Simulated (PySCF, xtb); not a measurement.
C₃H₆BFN₂, SMILES CN1CN=CB1F.

Coordinates come from a B3LYP-D3(BJ)/def2-SVP optimisation. The structure was generated by enumeration, and PubChem lists no compound with its InChIKey, so it may never have been made. The values are those of a single conformer.

Method: IEF-PCM-M06-2X/def2-SVP (PySCF).

The values are the electrostatic part of the solvation free energy, E(continuum) − E(gas) at the gas-phase geometry, in a cavity of scaled van der Waals radii (PySCF's table); cavitation and dispersion terms are not included. In vacuum the orbital gap is 8.84 eV. The dipole moment in vacuum is 2.36 D.

Problem. Estimate the values in water (ε = 78.36), acetonitrile (ε = 35.69), n-hexane (ε = 1.88). (An estimate is asked for; the answer gives what the named calculation found.)

Solution. 
```csv
solvent,ε,ΔG(elec) (kcal/mol),dipole (D),gap (eV)
water,78.36,-4.9,3.01,8.72
acetonitrile,35.69,-4.8,2.99,8.72
n-hexane,1.88,-1.8,2.59,8.84
```

For comparison, GFN2-xTB/ALPB(water) (xtb, at the GFN2-xTB geometry, all terms of that model) gives -4.6 kcal/mol.
